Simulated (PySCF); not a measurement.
## Structure and isotropic susceptibility

Level of theory: GIAO HF/pcSseg-1 magnetisability, rotational g tensor and spin-rotation constants, non-relativistic, gas phase (PySCF). Geometry: GFN2-xTB.

Each molecule in one low-energy conformer. The parent is C=C(C(=O)F)C(F)(F)F.

The calculation is non-relativistic, which matters for the atoms heavier than Zn.

Q: How does the isotropic susceptibility change along this series?
- C=C(C(=O)F)C(F)(F)F (base)
- O=C(F)/C(=C/[SiH3])C(F)(F)F (H replaced by SiH3)
- O=C(F)/C(=C/F)C(F)(F)F (H replaced by F)
- C=C(C(=O)Br)C(F)(F)F (F replaced by Br)
- O=C(F)/C(=C/Cl)C(F)(F)F (H replaced by Cl)

A: 
```
                   molecule  χ, cgs (10⁻⁶ cm³/mol)  magnetisability anisotropy (10⁻³⁰ J/T²)
        C=C(C(=O)F)C(F)(F)F                  -60.3                                      290
O=C(F)/C(=C/[SiH3])C(F)(F)F                  -75.7                                      297
     O=C(F)/C(=C/F)C(F)(F)F                  -64.0                                      195
       C=C(C(=O)Br)C(F)(F)F                  -78.7                                      304
    O=C(F)/C(=C/Cl)C(F)(F)F                  -76.3                                      238
```
The isotropic susceptibility is lowest for C=C(C(=O)Br)C(F)(F)F and highest for C=C(C(=O)F)C(F)(F)F.
